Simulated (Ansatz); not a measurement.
```yaml
crystal:
  periodic: [false, false, false]
  atoms:
    - {symbol: Li, position_ang: [2.450311, 1.231100, 1.186194]}
    - {symbol: Li, position_ang: [-2.245718, -0.104384, 1.844294]}
    - {symbol: Li, position_ang: [0.131658, 1.194814, -2.434495]}
    - {symbol: Si, position_ang: [-0.959068, -1.094123, -0.451476]}
    - {symbol: Si, position_ang: [0.407261, -2.621573, 0.066210]}
    - {symbol: Si, position_ang: [1.630923, -0.673094, -0.744196]}
    - {symbol: Si, position_ang: [-2.143306, 1.267056, -0.836397]}
    - {symbol: Si, position_ang: [0.856626, -0.596843, 1.397762]}
    - {symbol: Si, position_ang: [-0.105207, 1.375795, 0.129400]}
basis:
  gaussian: {orbitals: cc-pVTZ-DK, fitting: {mean_field: def2-universal-jkfit}}
magnetization: {spin_polarized: true, initial_magnetization: 1}
hamiltonian: {xc: {name: B3LYP5}}
scf: {omitted_lower_state_checks: [starts]}
output: {forces: true}
```

```sh
$ ansatz run in.yaml --threads 4 --pin off --events-out ev --progress --plain --max-ram 4787MiB
```

Shortened log:

```
Functional definition: B3LYP5
921 factors; integrals over basis functions are off by at most 2.0e-1 eV
mean field evaluation 1: about -47964.5730 eV, gradient 3.3e1 eV
mean field evaluation 2: about -47910.1514 eV, gradient 8.3e1 eV
mean field evaluation 4: about -47969.9509 eV, gradient 2.0e1 eV
mean field evaluation 8: about -47973.1190 eV, gradient 2.9e-1 eV
mean field evaluation 16: about -47973.1201 eV, gradient 2.4e-3 eV
mean field -47973.12010520 eV, -1762.9796465175 hartree, gradient 4.3e-5 eV, S^2 0.761551; 0 other end points of the search recorded, 0 dependent functions left out
reference -47973.12041603 eV, -1762.9796579403 hartree; 47, 46 occupied and 247, 248 virtual orbitals, 921 factors
Total energy: -47973.12041603 eV, -1762.9796579403 hartree
Relativity: scalar
Atom 0 at     2.450311     1.231100     1.186194 Å, force    -0.568927     0.010712    -0.422916 eV/Å
Atom 1 at    -2.245718    -0.104384     1.844294 Å, force     0.593692     0.142074    -0.697939 eV/Å
Atom 2 at     0.131658     1.194814    -2.434495 Å, force    -0.027218    -0.326946     0.276919 eV/Å
Atom 3 at    -0.959068    -1.094123    -0.451476 Å, force    -2.085580     2.961868    -0.802377 eV/Å
Atom 4 at     0.407261    -2.621573     0.066210 Å, force     1.626809    -2.107810     0.690748 eV/Å
Atom 5 at     1.630923    -0.673094    -0.744196 Å, force     0.120726     0.468674    -1.050200 eV/Å
Atom 6 at    -2.143306     1.267056    -0.836397 Å, force    -0.429239    -1.205578    -0.046378 eV/Å
Atom 7 at     0.856626    -0.596843     1.397762 Å, force    -0.705130    -0.270691     1.269398 eV/Å
Atom 8 at    -0.105207     1.375795     0.129400 Å, force     1.474867     0.327695     0.782745 eV/Å
Dipole moment:     0.214245     0.923019     0.426029 e Å
Checks for a lower state left out: starts
```

Run time 9 s (4 threads of AMD EPYC 9R45 on a shared host), peak host memory 1.1 GiB.

DK, ANO-RCC and x2c sets are all-electron and run with scalar relativity unless a key says otherwise.
